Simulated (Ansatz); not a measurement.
Molecule: C5H11O (charge 0, doublet). It need not be the lowest isomer of its formula. SMILES: CC[CH]CCO
Geometry from a B3LYP-D3(BJ)/def2-TZVP (Ansatz, a first-principles code) optimisation:
```
C
H 1 1.0846
C 1 1.4868 2 118.78
H 3 1.0925 1 111.16 2 -27.15
H 3 1.0989 4 107.20 1 120.11
C 1 1.4889 2 117.95 3 172.25
H 6 1.0943 1 109.72 2 178.70
H 6 1.0986 7 106.08 1 118.65
C 6 1.5383 7 109.39 8 116.14
H 9 1.0914 6 111.03 7 61.59
H 9 1.0917 10 107.71 6 -121.43
H 9 1.0922 10 108.24 11 -116.51
C 3 1.5401 4 107.72 5 115.52
H 13 1.0903 3 109.81 4 62.44
H 13 1.0967 14 107.63 3 -119.46
O 13 1.4220 14 105.75 15 -118.60
H 16 0.9634 13 108.57 14 179.07
```
Charge 0, spin multiplicity 2.

Property: atomisation energy (electronic, to ground-state atoms), in kcal/mol. Cores are frozen in the correlated levels unless marked. UHF or UKS for open shells. No spin-orbit coupling. No relativistic terms. The coupled-cluster limit lacks core correlation, which all-electron functionals hold. Basis-set limits of correlation are two-point, X^-3; Hartree-Fock from the larger set. [CCSD(T)-MP2]/basis is that difference in the basis named.

| level | program | atomisation energy (kcal/mol) |
|---|---|---|
| PBE-D3(BJ)/def2-TZVPD | Ansatz + dftd3 | 1620.4 |
| BHLYP-D4/def2-TZVPD | Ansatz + dftd4 | ? |
| r2SCANh-D4/def2-TZVPD | Ansatz + dftd4 | 1584.8 |
| r2SCAN0-D4/def2-TZVPD | Ansatz + dftd4 | 1574.8 |
| HSE06-D4/def2-TZVPD | Ansatz + dftd4 | 1598.4 |
| LC-wPBE-D4/def2-TZVPD | Ansatz + dftd4 | ? |
| B2GP-PLYP-D3(BJ)/def2-TZVPD | Ansatz + dftd3 | 1566.3 |
| B2GP-PLYP-D4/def2-TZVPD | Ansatz + dftd4 | 1565.3 |
| RI-MP2/CBS(cc-pVTZ,cc-pVQZ)+[CCSD(T)-MP2]/cc-pVTZ | Ansatz | 1586.2 |

Q: Complete the blanks.

A: 
- BHLYP-D4/def2-TZVPD, atomisation energy (kcal/mol): 1546.7
- LC-wPBE-D4/def2-TZVPD, atomisation energy (kcal/mol): 1594.4
